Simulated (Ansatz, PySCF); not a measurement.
Gas-phase reaction in SMILES: C#CB(C)C -> C[B]C + [C]#C (the B-C bond at the site shown breaks; other sites are not compared here)
Geometries: B3LYP-D3(BJ)/def2-TZVP minima from Ansatz (a program for electronic structure). Frequencies are from Ansatz or PySCF. Markedly spin-contaminated UHF reference, which strains HF, MP2 and, less, CCSD(T): [C]#C. High T1 diagnostic, so coupled cluster is less sure: [C]#C.
Geometry of the first species:
SMILES: CB(C)C#C
```xyz
12

C      2.1383    -0.9330     0.0504
C      1.0313    -0.4500     0.0243
B     -0.3651     0.1593    -0.0086
C     -0.5286     1.7107     0.1406
C     -1.6070    -0.7789    -0.1910
H      3.1128    -1.3581     0.0734
H      0.2631     2.1906     0.7170
H     -1.5036     2.0041     0.5356
H     -0.4691     2.1309    -0.8740
H     -1.3980    -1.6954    -0.7438
H     -1.9147    -1.0909     0.8178
H     -2.4687    -0.2710    -0.6292
```
Charge 0, spin multiplicity 1.

Wanted: bond dissociation energy (enthalpy at 298 K, with B3LYP-D3(BJ) rigid-rotor harmonic-oscillator terms), in kcal/mol. Correlated levels leave the core frozen unless marked. UHF or UKS for open shells. No spin-orbit coupling. No relativistic terms. CBS marks a two-point X^-3 extrapolation of the correlation energy; Hartree-Fock from the larger set.

```
level                         program  bond dissociation energy (kcal/mol)
---------------------  --------------  -----------------------------------
r2SCAN-D4/def2-TZVPD   Ansatz + dftd4                                140.1
PBE0-D3(BJ)/def2-TZVP  Ansatz + dftd3                                144.5
PBE0/def2-QZVPP                Ansatz                                142.9
HSE06-D4/def2-TZVPD    Ansatz + dftd4                                144.5
```

Problem. What does CCSD(T)/CBS(cc-pVTZ,cc-pVQZ) (Ansatz) give?

Solution. 145.4 kcal/mol, so HSE06-D4/def2-TZVPD differs from it by -0.9 kcal/mol.
